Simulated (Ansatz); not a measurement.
Cost and result for the atomization energy of `COB(C)O` (12 atoms, 11 bonds).

```tsv
atom	x (Å)	y (Å)	z (Å)
C1	-1.614	-0.253	0.463
O2	-0.671	-0.849	-0.396
B3	0.597	-0.353	-0.533
C4	1.138	0.895	0.249
O5	1.415	-1.009	-1.406
H6	-1.937	0.722	0.083
H7	-1.216	-0.118	1.473
H8	-2.483	-0.910	0.515
H9	1.145	0.710	1.328
H10	2.155	1.147	-0.055
H11	0.505	1.773	0.093
H12	0.966	-1.755	-1.815
```

The species carries charge 0 and has multiplicity 1. The geometry is a stationary point of PBE0-D4/def2-TZVP. It is one conformer, not always the lowest. Program: Ansatz. All runs use 4 threads of a server CPU on a shared host. Times are those of one run each, without the atoms' runs, and a repeat can differ threefold. Electronic energies, without spin–orbit coupling; frozen cores. CCSD(T)/CBS adds CCSD(T) − MP2 in def2-TZVPP to the MP2 limit, and its time is that of the two runs behind it. T1 = 0.012.

CCSD(T)/CBS is a level of theory with its own doubt, some kJ/mol a heavy atom from the limit and from the frozen cores, so smaller differences don't rank the functionals.

```csv
level,functions,wall time,atomization (kcal/mol),difference from CCSD(T)/CBS,per bond
BLYP-D4/def2-TZVPP,253,1.8 s,1173.5,0.1,0.0
revPBE-D4/def2-TZVPP,253,1.9 s,1166.6,-6.8,-0.6
BHLYP-D4/def2-TZVPP,253,2.4 s,1141.1,-32.3,-2.9
CAM-B3LYP-D4/def2-TZVPP,253,2.7 s,1182.4,9.0,0.8
r2SCANh-D4/def2-TZVPP,253,3.9 s,1171.8,-1.6,-0.1
r2SCAN-D4/def2-TZVPP (with forces),253,4 s,1179.1,5.7,0.5
B2PLYP/def2-TZVPP,253,4.5 s,1165.0,-8.4,-0.8
PBE-QIDH/def2-TZVPP,253,4.6 s,1168.0,-5.4,-0.5
CCSD(T)/def2-SVP,105,5.5 s,1124.0,-49.4,-4.5
ωB97X-V/def2-TZVPP,253,6.5 s,1174.1,0.7,0.1
MP2/def2-QZVPP,495,21 s,1184.4,11.0,1.0
CCSD(T)/def2-TZVPP,253,2.6 min,1146.6,-26.8,-2.4
CCSD(T)/CBS(def2),–,2.9 min,1173.4,0.0,0.0
```

At CCSD(T), def2-SVP lies −49.5 kcal/mol from the extrapolated value and def2-TZVPP −26.8 kcal/mol: correlation converges slowly with the basis, and small sets miss more of it in the bonded molecule than in its fragments. From r2SCAN to r2SCAN0 (25 % exact exchange), in def2-TZVPP and without D4, the atomization energy moves by −17.9 kcal/mol: exact exchange takes away binding that semilocal exchange gives to molecules. In def2-TZVPP, CCSD(T) changes the Hartree–Fock value by +271.1 kcal/mol (the triples alone add +15.2 kcal/mol) and MP2 by +293.1 kcal/mol; breaking electron pairs costs correlation energy, which Hartree–Fock lacks.
